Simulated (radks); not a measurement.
Results of a calculation; reference values are marked as such.
Problem. All-electron atom: Ti10+ in [Ne] 3s2. Level of theory: scalar-relativistic Kohn-Sham, PBEsol, spin-polarised, spherical densities, finite nucleus; Fermi nuclear charge, rms radius 3.5921 fm (a radial shooting solver on a logarithmic mesh with Libxc functionals). Some entries of the table are withheld. Estimate them.

| orbital | occ. | eigenvalue (hartree) | r(max) (bohr) |
|---|---|---|---|
| 1s | 2 | -187.8641 | (1) |
| 2s | 2 | -28.32477 | 0.2678 |
| 2p | 6 | (2) | 0.2179 |
| 3s | 2 | -9.32176 | (3) |

Solution. 
(1) 1s r(max) (bohr): 0.04558
(2) 2p eigenvalue (hartree): -25.00738
(3) 3s r(max) (bohr): 0.7984
